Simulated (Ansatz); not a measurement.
This geometry of C₂H₇FSSi₂ (13 atoms, charge 0, multiplicity 1) is a first-order saddle point.

Computed with RKS PBE0-D4/6-31G* in Ansatz.

```xyz
13
Properties=species:S:1:pos:R:3
C -1.741 -1.141 -0.439
Si 0.020 -1.051 0.150
F 0.033 -1.036 1.776
C 0.783 0.562 -0.462
Si 0.928 2.004 0.658
S 0.951 0.524 -2.151
H -2.242 -2.030 -0.042
H -2.301 -0.258 -0.111
H -1.771 -1.179 -1.531
H 0.881 -2.174 -0.288
H 0.946 1.752 2.117
H 1.603 3.233 0.175
H 1.929 0.758 0.163
```

(1) Which two structures does it join? (They come from a converged band through this point; their orientation in space is the band's.)

(2) How far does it lie above each of them?

## Answers

(1) Bonds formed: C4–H13.

Image 0:

```xyz
13
Properties=species:S:1:pos:R:3
C -1.833 -1.223 -0.406
Si -0.025 -1.112 0.026
F 0.162 -1.154 1.635
C 0.690 0.531 -0.569
Si 1.422 1.786 0.646
S 0.629 0.800 -2.181
H -2.265 -2.173 -0.073
H -2.396 -0.408 0.063
H -1.959 -1.147 -1.491
H 0.784 -2.215 -0.555
H 0.373 2.149 1.640
H 1.885 2.990 -0.090
H 2.553 1.141 1.369
```

Image 8:

```xyz
13
Properties=species:S:1:pos:R:3
C -1.728 -1.127 -0.460
Si 0.013 -1.067 0.186
F -0.010 -1.038 1.810
C 0.841 0.521 -0.409
Si 0.765 2.032 0.702
S 0.965 0.567 -2.118
H -2.255 -2.014 -0.093
H -2.287 -0.241 -0.142
H -1.718 -1.152 -1.553
H 0.856 -2.217 -0.224
H 1.242 1.754 2.089
H 1.446 3.235 0.138
H 1.891 0.711 0.089
```

(2) 160.5 kJ/mol above the first and 3.9 kJ/mol above the second. This is the barrier of this one path; another mechanism may lie lower.

Time of the run: 2.7 min on 2 threads of AMD EPYC 9R45 96-Core Processor (Zen 5), on a shared host, peak memory 0.32 GiB.
